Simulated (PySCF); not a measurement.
C2H6ClSi (SMILES C[Si](C)Cl), doublet, geometry from GFN2-xTB. Base run: PySCF with DF-HF/def2-SVP.

PySCF was given this input:
```python
from pyscf import gto, scf

mol = gto.Mole()
mol.atom = '''
    C    -1.388738   -1.413229   -0.131221
    Si    0.046516   -0.325780    0.491918
    C     1.736257   -0.955591   -0.123641
    Cl   -0.231410    1.583884   -0.223030
    H    -2.349278   -1.038931    0.209452
    H    -1.287732   -2.437061    0.213961
    H    -1.406361   -1.426368   -1.220183
    H     1.762079   -0.962368   -1.212498
    H     2.547508   -0.321824    0.221330
    H     1.931426   -1.965633    0.221770
'''
mol.basis = 'def2-svp'
mol.charge = 0
mol.spin = 1
mol.verbose = 4
mol.build()

mf = scf.UHF(mol)
mf = mf.density_fit(auxbasis='def2-universal-jkfit')
mf.kernel()
```

Variants of this job, named by their change:

```tsv
change	E (Eh)	HOMO (eV)	dipole (D)	<S^2>	core-seconds (rough)
base	-827.40292	-8.70	2.05	0.753	2
functional = revpbe	-829.07251	-4.53	1.80	0.752	10
functional = bhandhlyp	-829.19036	-6.69	1.91	0.752	10
functional = blyp; dispersion = d3bjm	-829.19513	-4.28	1.69	0.751	10
functional = b3lyp	-829.27768	-5.40	1.80	0.751	10
functional = x3lyp	-829.13923	-5.43	1.80	0.751	20
functional = pw91,pw91	-829.16936	-4.58	1.79	0.751	20
functional = lda,vwn	-825.83045	-4.45	1.82	0.751	10
functional = blyp	-829.17081	-4.28	1.69	0.751	10
functional = b97m_v	-829.04901	-4.58	1.87	0.752	200
functional = hse06	-828.91327	-5.33	1.91	0.751	30
functional = bp86	-829.30854	-4.61	1.81	0.751	20
functional = m06l	-829.23298	-4.78	1.95	0.752	30
```

Total energies compare only within one method and basis.

Open shells are given as the SCF converged; they aren't shown to be the lowest states, and a large step between rows can be another state.
